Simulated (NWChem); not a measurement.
Species: MgH2Se; SMILES [MgH][SeH]

Program: NWChem. Structure relaxed at the PBE-D3(BJ)/def2-SVP level. Vertical excitations in the gas phase; the lowest state need not have the same character in each row.

Among these, which level gives the lowest value of “lowest excitation, singlet (eV)”?
(A) PBE/def2-SVP, full TDDFT
(B) CAM-B3LYP/def2-SVP, full TDDFT
(C) BHandHLYP/def2-SVP, full TDDFT
(D) B3LYP/def2-SVP, full TDDFT

A, PBE/def2-SVP, full TDDFT. Values: PBE/def2-SVP, full TDDFT 4.13; B3LYP/def2-SVP, full TDDFT 4.34; CAM-B3LYP/def2-SVP, full TDDFT 4.64; BHandHLYP/def2-SVP, full TDDFT 4.74
